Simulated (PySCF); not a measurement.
Al (SMILES [Al]), doublet.

Input for PySCF:
```python
from pyscf import gto, scf, dft

mol = gto.M(
    atom='''
Al    0.000000    0.000000    0.000000
''',
    basis='cc-pvtz',
    charge=0,
    spin=1,
    verbose=4,
)

mf = dft.UKS(mol)
mf.xc = 'wb97x'
mf.kernel()
mf.analyze()
```

Problem. What does this run give for the HOMO energy, <S^2>, total energy, dipole moment, number of basis functions?

Solution. 
The HOMO energy comes out as -5.77 eV and the <S^2> is 0.756. The total energy is -242.3541 Eh. The dipole moment comes out as 0.00 D and the number of basis functions comes out as 34.

These values belong to the state on which the SCF converged, which isn't shown to be the lowest.
